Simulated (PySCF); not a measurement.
C₇H₉NO.
SMILES: `N#C[C@@H]1CC[C@H]2O[C@H]2C1`

A PySCF run (density fitting, gas phase, GFN2-xTB geometry) gave HOMO -8.14 eV, LUMO 0.32 eV, dipole 2.33 D.

**Question.** Which of these levels was it?
A. PBE0/pcSseg-1
B. OPBE/pcseg-1
C. wB97X-D/def2-SVPD
D. X3LYP/pcSseg-1
E. PBE0/def2-SVPD

**Answer.** E. It is PBE0/def2-SVPD. All candidates on this geometry:

```tsv
level and settings	kind	basis functions	SCF cycles	E (Eh)	HOMO (eV)	LUMO (eV)	dipole (D)
OPBE/pcseg-1, grid level 1, start guess atom	GGA	171	13	-401.8258	-6.43	-0.22	2.27
X3LYP/pcSseg-1, grid level 4, start guess atom	global hybrid	198	11	-401.8636	-7.84	0.44	2.19
PBE0/def2-SVPD	global hybrid	255	15	-401.3556	-8.14	0.32	2.33
PBE0/pcSseg-1	global hybrid	198	15	-401.5796	-8.05	0.66	2.23
wB97X-D/def2-SVPD, grid level 1, fitting basis def2-qzvpp-jkfit	range-separated hybrid	255	10	-401.6822	-10.06	2.02	2.33
```

The nearest other candidate, by the summed differences of HOMO and LUMO, is X3LYP/pcSseg-1: its HOMO differs by +0.30 eV and its LUMO by +0.12 eV. wB97X-D ran without the empirical dispersion term, which would shift the total energy alone. Cycle counts include a coarse-grid stage where the run had one.
